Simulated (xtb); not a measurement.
F$_{5}$Ta, triplet, geometry from GFN2-xTB (such geometries of metal compounds can be far from the true shape) (the multiplicity is a formal guess). Base run: xtb with GFN2-xTB.

Input for xtb:
```
$ xtb mol.xyz --gfn 2 --uhf 2 --json

# file mol.xyz
6

Ta     0.14928077     0.14534800    -0.05802222
F      1.29439742    -0.62143800     1.14292204
F     -1.06086421     0.84881883    -1.23369136
F     -0.48460091     1.24980668     1.25342167
F      0.71813412    -1.02242585    -1.34419099
F     -1.67789932    -1.63369544     0.65216329
```

Each row names what was changed in the base input (with any setting that the change needs).

| change | ΔE vs base (kcal/mol) | dipole (D) | G_solv (kcal/mol) | SCF cycles |
|---|---|---|---|---|
| base | 0.000 | 2.07 | - | 44 |
| acc = 0.0001 | 0.000 | 2.07 | - | 53 |
| file = coord | 0.000 | 2.07 | - | 44 |
| acc = 30 | 0.003 | 2.07 | - | 34 |
| etemp = 3000 | -15.49 | 2.40 | - | 15 |
| alpb = dmso | -2.22 | 2.18 | -2.23 | 18 |
| acc = 0.1 | 0.000 | 2.07 | - | 49 |
| alpb = methanol | -3.12 | 2.26 | -3.19 | 18 |
| alpb = cs2 | -3.65 | 2.17 | -3.69 | 19 |
| etemp = 10000 | -81.8 | 2.76 | - | 12 |
| gbsa = methanol | 4.30 | 2.10 | 4.27 | 19 |

ALPB and GBSA are two models with their own fitted parameters for each solvent, which aren't always the measured dielectric constant.
